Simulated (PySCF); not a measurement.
## Spinor energies of S²⁺ (sulfur, charge +2)

Start: [Ne] 3s1 3p3; 3s1/2 filled at m_j = +1/2; 3p3/2 filled at m_j = -1/2, +1/2, +3/2. Calculated with PySCF 2.14 in x2c-TZVPall-2c with one added diffuse shell each of s, p type (6s7p2d1f, 44 functions): generalised Hartree-Fock with the X2C-1e Hamiltonian and a Gaussian nucleus; one run each with spin-orbit coupling (SO) switched off, then screened by Boettger's factors. This is a chosen level, not necessarily the ground level.

```tsv
spinor shell	electrons	ε, spin-free (eV)	ε, screened SO (eV)	weight of nominal j (screened SO)	rms radius, screened SO (bohr)
1s1/2	2	-2538.1	-2538.1	1.000	0.112
2s1/2	2	-272.35	-272.35	1.000	0.516
2p1/2	2	-208.12	-209.71	0.732	0.489
2p3/2	4	-208.12	-207.33	0.866	0.491
3s1/2	1	-52.375	-52.375	1.000	1.68
3p3/2	3	-36.411	-36.411	0.662	1.87
```

```json
{"quantity": "E (hartree)", "spin-free": "-397.21318", "screened SO": "-397.21387"}
{"quantity": "M_J", "spin-free": "2", "screened SO": "2"}
{"quantity": "⟨J²⟩", "spin-free": "6.000", "screened SO": "6.000"}
{"quantity": "⟨L²⟩", "spin-free": "0.000", "screened SO": "0.000"}
{"quantity": "⟨S²⟩", "spin-free": "6.000", "screened SO": "6.000"}
```

Each row is a mean over spinors that exchange with the open shell spreads, by up to 2.389 eV (2p3/2).

Rows whose weight is well below 1 are mixtures of j = l ± 1/2: exchange outweighs spin-orbit coupling there, and the label is only the starting occupation.

Without spin-orbit coupling the j labels of p, d and f shells carry no meaning; the spin-free column gives the mean over the occupied spinors of each nl shell.
